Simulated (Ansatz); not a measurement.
Total energies of CH2BF3O, SMILES `OC(F)B(F)F`.

```xyz
8

O     0.865   -0.879    0.693
C    -0.258   -0.146    0.367
F    -1.344   -0.983    0.168
B     0.074    0.662   -0.967
F     0.864    1.711   -0.907
F    -0.431    0.325   -2.127
H     0.782   -1.218    1.590
H    -0.552    0.528    1.184
```

The species carries charge 0 and has multiplicity 1. The structure was optimised at the PBE0-D4/def2-TZVP level. It is one conformer, not always the lowest. Basis def2-TZVPP, the Gaussian-basis code of Ansatz.

RPA on PBE orbitals: Hartree–Fock energy of these orbitals -437.14106 Eh, correlation -1.87134 Eh (frozen core).

| functional | energy without D4 (Eh) | D4 term (kJ/mol) |
| --- | --- | --- |
| PBE0 | -438.77790 | -10.1 |
| PBE-QIDH | -438.72437 | – |

Q: Give the same for LDA (SPW92), PBE, revPBE, BLYP, r2SCAN, B97M-V, B3LYP, r2SCANh, r2SCAN0, HSE06 (plane-wave form), BHLYP, CAM-B3LYP, LC-ωPBE, ωB97X-V, ωB97M-V, B2PLYP. (An estimate is asked.)

A: The calculation gave: 
```
             functional  energy without D4 (Eh)  D4 term (kJ/mol)
            LDA (SPW92)              -436.16102                 –
                    PBE              -438.77188             -12.1
                 revPBE              -439.07117             -43.1
                   BLYP              -439.16441             -27.6
                 r2SCAN              -439.02554              -3.0
                 B97M-V              -439.10123                 –
                  B3LYP              -439.22820             -19.4
                r2SCANh              -439.00221              -3.1
                r2SCAN0              -438.96870              -3.4
HSE06 (plane-wave form)              -438.75918              -9.2
                  BHLYP              -439.04597             -13.2
              CAM-B3LYP              -439.10290             -10.0
                LC-ωPBE              -438.97163                 –
                ωB97X-V              -439.07985                 –
                ωB97M-V              -439.10954                 –
                 B2PLYP              -438.96319                 –
```

B3LYP takes the VWN-RPA correlation (the form of Gaussian; ORCA's B3LYP/G). HSE06 is the plane-wave form, built on full-range PBE exchange. The double hybrids freeze the cores in their second-order part.

LC-ωPBE has ω = 0.4 bohr⁻¹.
